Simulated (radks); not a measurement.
The nuclear charge of the barium ion Ba2+ is varied continuously with 54 electrons held in [Xe]. Calculated with a radial shooting solver on a logarithmic mesh with Libxc functionals: scalar-relativistic Kohn-Sham, PBE, spin-polarised, spherical densities, point nucleus. By the Hellmann-Feynman theorem dE/dZ = E(electron-nucleus)/Z, the electronic potential at the nucleus. The scalar-relativistic energy here is not variational (the density holds large components alone), so the two differ by a part that grows with Z.

Z,E (hartree),E(electron-nucleus)/Z (hartree),HOMO,e(HOMO) (eV),<r> HOMO (bohr)
55,-7786.7884,-342.426,5p,-18.670,2.071
55.2,-7855.7321,-344.152,5p,-20.982,2.032
55.4,-7925.0249,-345.879,5p,-23.363,1.995
55.6,-7994.6671,-347.607,5p,-25.812,1.959
55.8,-8064.6590,-349.337,5p,-28.327,1.926
56,-8135.0009,-351.067,5p,-30.907,1.894
56.2,-8205.6930,-352.799,5p,-33.551,1.864
56.4,-8276.7356,-354.532,5p,-36.257,1.835
56.6,-8348.1290,-356.266,5p,-39.026,1.808
56.8,-8419.8736,-358.002,5p,-41.855,1.781
57,-8491.9696,-359.739,5p,-44.743,1.756

The central difference of E at Z = 56 is -352.585 hartree, to compare with the third column; the second derivative is -8.76 hartree.
